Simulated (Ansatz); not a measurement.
C3H6OSi, SMILES [SiH3][C@@H]1C=CO1.

Coordinates come from a B3LYP-D3(BJ)/def2-SVP optimisation. The structure was generated by enumeration; whether it is a known compound was not checked.

Two levels are set side by side: PBE/def2-SVPD (Ansatz, a quantum-chemistry and plane-wave program) and CAM-B3LYP/def2-SVPD (Ansatz). Energy differences of separate SCF runs at the same geometry; the states with an electron removed or added have multiplicity 2 and 2. Differences are taken from unrounded values.

```tsv
quantity	CAM-B3LYP	PBE	PBE minus CAM-B3LYP
vertical ionisation energy (eV)	9.04	8.91	-0.13
vertical singlet–triplet gap (eV)	3.96	4.05	0.09
```
